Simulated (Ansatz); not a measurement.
1-butyl-3-methylimidazolium bromide (C₈H₁₅BrN₂), relaxed as a singlet with RKS PBE-D4/def2-SVP in Ansatz, starting from the GFN2-xTB geometry. Force threshold 0.03 eV/Å.

Start:

```tsv
atom	x (Å)	y (Å)	z (Å)
C1	1.5760	-2.0986	2.6603
C2	0.6575	-0.9953	2.1492
C3	-0.4196	-1.5449	1.2157
C4	-1.3507	-0.4477	0.6955
N5	-0.6591	0.4865	-0.1523
C6	-0.3753	1.8019	0.1269
C7	0.1341	2.3618	-0.9910
N8	0.1794	1.3897	-1.9636
C9	0.4264	1.5975	-3.3603
C10	-0.4353	0.2866	-1.4729
H11	1.0035	-2.8458	3.2053
H12	2.3304	-1.6898	3.3285
H13	2.0810	-2.5914	1.8324
H14	0.1788	-0.5039	2.9992
H15	1.2503	-0.2447	1.6209
H16	0.0529	-2.0481	0.3700
H17	-1.0219	-2.2820	1.7487
H18	-2.1652	-0.8875	0.1094
H19	-1.7821	0.1053	1.5326
H20	-0.5541	2.2211	1.0945
H21	0.4771	3.3583	-1.1738
H22	1.0917	0.8235	-3.7451
H23	0.8806	2.5740	-3.5098
H24	-0.5221	1.5452	-3.9041
H25	-0.2943	-0.6876	-1.8995
Br26	-2.7401	0.3161	-2.5170
```

| step | energy (eV) | largest force component (eV/Å) | SCF passes |
| --- | --- | --- | --- |
| 1 | -81525.4942 | 0.789 | 23 |
| 2 | -81525.6574 | 0.356 | 21 |
| 3 | -81525.6797 | 0.185 | 21 |
| 4 | -81525.6842 | 0.063 | 22 |
| 5 | -81525.6842 | 0.126 | 20 |
| 6 | -81525.6868 | 0.040 | 22 |
| 7 | -81525.6884 | 0.037 | 20 |
| 8 | -81525.6904 | 0.052 | 20 |
| 9 | -81525.6919 | 0.053 | 20 |
| 10 | -81525.6930 | 0.097 | 20 |
| 11 | -81525.6939 | 0.082 | 21 |
| 12 | -81525.6952 | 0.048 | 22 |
| 13 | -81525.6965 | 0.036 | 21 |
| 14 | -81525.6972 | 0.042 | 21 |
| 15 | -81525.6977 | 0.051 | 21 |
| 16 | -81525.6982 | 0.042 | 21 |
| 17 | -81525.6989 | 0.045 | 21 |
| 18 | -81525.6995 | 0.059 | 20 |
| 19 | -81525.6998 | 0.056 | 21 |
| 20 | -81525.7004 | 0.091 | 20 |
| 21 | -81525.7010 | 0.089 | 22 |
| 22 | -81525.7017 | 0.065 | 22 |
| 23 | -81525.7025 | 0.056 | 21 |
| 24 (rejected) | -81525.7025 | 0.067 | 20 |
| 25 | -81525.7031 | 0.026 | 21 |
| 26 | -81525.7033 | 0.024 | 21 |

Force components are those of the run's own axes.

End:

```xyz
26

C     1.5370   -2.4436    2.2782
C     0.7926   -1.1446    1.9660
C    -0.5599   -1.3769    1.2849
C    -1.3502   -0.1099    0.9691
N    -0.6473    0.8044    0.0679
C    -0.8685    2.1771   -0.0013
C    -0.3297    2.6232   -1.1781
N     0.2241    1.5211   -1.8238
C     0.6497    1.4622   -3.2098
C    -0.1032    0.3978   -1.1182
H     0.9456   -3.0956    2.9545
H     2.5123   -2.2499    2.7689
H     1.7363   -3.0258    1.3539
H     0.6336   -0.5655    2.9037
H     1.4261   -0.4956    1.3220
H    -0.4403   -1.9666    0.3486
H    -1.2062   -2.0054    1.9350
H    -2.3008   -0.3815    0.4552
H    -1.5767    0.4591    1.8939
H    -1.3771    2.7191    0.8013
H    -0.2707    3.6305   -1.6005
H     1.5917    0.8856   -3.3021
H     0.8184    2.4877   -3.5856
H    -0.1502    0.9531   -3.7947
H     0.3879   -0.5669   -1.2677
Br   -2.0744   -0.6929   -2.4214
```

By distances, no bond broke or formed. The bond that changes most is C4–N5, from 1.44 to 1.46 Å (atoms count from 1).

The force fell under the threshold at step 25, but the optimiser went on. No frequencies were taken in this run, so the end may be a saddle point.

Hardware: 4 threads of Arm Neoverse V2 on a shared host. Wall time 85 s.
